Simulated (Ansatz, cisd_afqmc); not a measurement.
System: B, charge -1, triplet.

Total energies in aug-cc-pVTZ, 4 correlated electrons, 1 frozen orbitals. Radicals and triplets start from unrestricted determinants; spin-orbit coupling is neglected. Correlated methods leave the cores frozen. No relativity. AFQMC/CISD: phaseless, guided by CISD from CCSD amplitudes; bars are statistical, one sigma. Outlying blocks are dropped, and bars are widened where a walk drifts. Over all cases where full CI ran beside it in this data, AFQMC minus full CI had a median of +0.1 mEh and passed +0.4 mEh in a tenth of the cases. Full CI freezes restricted core orbitals and the other rows unrestricted ones, which leaves a small offset even where coupled cluster is exact.

```
method         program        energy (Eh)  error against FCI (mEh)
----------  ----------  -----------------  -----------------------
HF              Ansatz          -24.52095                    87.08
MP2             Ansatz          -24.58421                    23.82
CCSD            Ansatz          -24.60323                     4.80
CCSD(T)         Ansatz          -24.60688                     1.15
CCSDT(Q)        Ansatz          -24.60803                     0.00
CCSDTQ          Ansatz          -24.60806                    -0.03
AFQMC/CISD  cisd_afqmc  -24.6072 ± 0.0002                0.8 ± 0.2
FCI             Ansatz          -24.60803                     0.00
```

Ansatz is a quantum-chemistry and plane-wave program.
